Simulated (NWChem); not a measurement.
Molecule: CH6FNOSi; SMILES CN[Si@H](O)F

```xyz
11

C      0.2376    -2.3471     0.0826
N     -0.0452    -1.0546    -0.4921
Si    -0.2733     0.4036     0.3454
O     -1.1963     1.3731    -0.6234
F      1.0875     1.2575     0.6338
H      0.0672    -2.3188     1.1702
H     -0.4238    -3.1316    -0.3234
H      1.2821    -2.6738    -0.0719
H     -0.0048    -1.0154    -1.5046
H     -0.8315     0.1175     1.6884
H     -1.0181     2.3160    -0.5600
```
Atoms are numbered in this order, from 1.

Level: PBE0/def2-SVP (NWChem), optimised geometry, unscaled harmonic frequencies. 

Question: List the harmonic frequencies with IR intensities, and the thermochemistry.

Answer: 
```tsv
frequency (cm⁻¹)	IR intensity (km/mol)
80	1.3
136	3.4
191	0.2
235	79.6
294	7.8
328	54.8
413	29.4
464	127.5
779	78.0
798	135.3
814	50.4
868	6.5
944	255.0
960	209.9
1099	24.6
1144	0.6
1190	100.5
1413	105.6
1454	17.0
1464	5.0
1504	11.4
2295	125.7
3022	73.9
3094	34.4
3137	16.9
3643	35.2
3936	118.6
```

```
Item                                                                                Value
-----------------------------------------------------------------------  ----------------
zero-point energy                                                           51.0 kcal/mol
thermal correction to the enthalpy at 298.15 K (with zero-point energy)     56.1 kcal/mol
heat capacity Cv                                                         24.0 cal/(mol K)
entropy at 298.15 K and 1 atm (symmetry number 1)                        82.5 cal/(mol K)
dipole moment                                                                      0.89 D
```

Rigid rotor and harmonic oscillator; modes under 100 cm⁻¹ make the entropy uncertain.
